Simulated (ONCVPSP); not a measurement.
# Which change was made? (As, ONCV)

```
Element                 : arsenic (As)
Generator               : ONCVPSP 4.0.1
Type                    : optimised norm-conserving Vanderbilt (ONCV)
Functional              : Wu-Cohen
Relativity              : scalar-relativistic
Frozen core             : [Ar] 3d10
Valence charge          : 5
Reference configuration : 4s2 4p2 (charge +1)
Partial waves           : 4s: rc 1.70 bohr, ncon 5, nbas 8, qcut 3.5 1/bohr, 3 projectors, debl 2.9 Ha; 4p: rc 1.50 bohr, ncon 3, nbas 6, qcut 5.9 1/bohr, 2 projectors, debl 0.8 Ha; d scattering state at 0.1 Ha: rc 1.90 bohr, ncon 3, nbas 7, qcut 5.9 1/bohr, 1 projector
Local potential         : polynomial inside 1.30 bohr (lpopt 5, dvloc0 0 Ha)
Core correction         : Teter function, fcfact 4.75, rcfact 1.3
```

Cutoffs, loose and tight: the cutoffs (Ha) at which the residual kinetic energy of the hardest occupied pseudo-wave falls to 1 and 0.1 mHa per electron. They do not see the model core or the augmentation charge, which bear on the density cutoff. Test errors are all-electron minus pseudo excitation energies from the reference, over the configurations 4s2 4p3; 4s2 4p1; 4s2 4p0; 4s2 4p2.5; variants that change the core or the reference have their own tests.

The base gives: outcome: generated; cutoff, loose: 36 Ha; cutoff, tight: 50 Ha; bound ghosts: none; GHOST(+) flags above zero: s; largest test error (meV): -49.

Problem. After one change the result is: outcome: generated; cutoff, loose: 28 Ha; cutoff, tight: 86 Ha; bound ghosts: s, p; GHOST(+) flags above zero: s; largest test error (meV): -60. Which change was it?
A. all radii but the core radius scaled by about 0.88 (s 1.50, p 1.32, d 1.68 bohr); local potential polynomial inside 1.16 bohr (lpopt 5, dvloc0 0 Ha)
B. all radii but the core radius scaled by about 1.19 (s 2.02, p 1.78, d 2.26 bohr); local potential polynomial inside 1.54 bohr (lpopt 5, dvloc0 0 Ha)
C. all radii but the core radius scaled by about 1.32 (s 2.24, p 1.98, d 2.50 bohr); local potential polynomial inside 1.72 bohr (lpopt 5, dvloc0 0 Ha)
D. all radii but the core radius scaled by about 0.77 (s 1.32, p 1.16, d 1.46 bohr); local potential polynomial inside 1.00 bohr (lpopt 5, dvloc0 0 Ha)

Solution. A. The others give: all radii but the core radius scaled by about 1.19 (s 2.02, p 1.78, d 2.26 bohr); local potential polynomial inside 1.54 bohr (lpopt 5, dvloc0 0 Ha) → outcome: generated; cutoff, loose: 29 Ha; cutoff, tight: 38 Ha; bound ghosts: none; GHOST(+) flags above zero: s; largest test error (meV): -41 | all radii but the core radius scaled by about 0.77 (s 1.32, p 1.16, d 1.46 bohr); local potential polynomial inside 1.00 bohr (lpopt 5, dvloc0 0 Ha) → outcome: generated; cutoff, loose: 98 Ha; cutoff, tight: 129 Ha; bound ghosts: s, p; GHOST(+) flags above zero: s, p; largest test error (meV): -64 | all radii but the core radius scaled by about 1.32 (s 2.24, p 1.98, d 2.50 bohr); local potential polynomial inside 1.72 bohr (lpopt 5, dvloc0 0 Ha) → outcome: generated; cutoff, loose: 21 Ha; cutoff, tight: 31 Ha; bound ghosts: none; GHOST(+) flags above zero: s; largest test error (meV): -40.
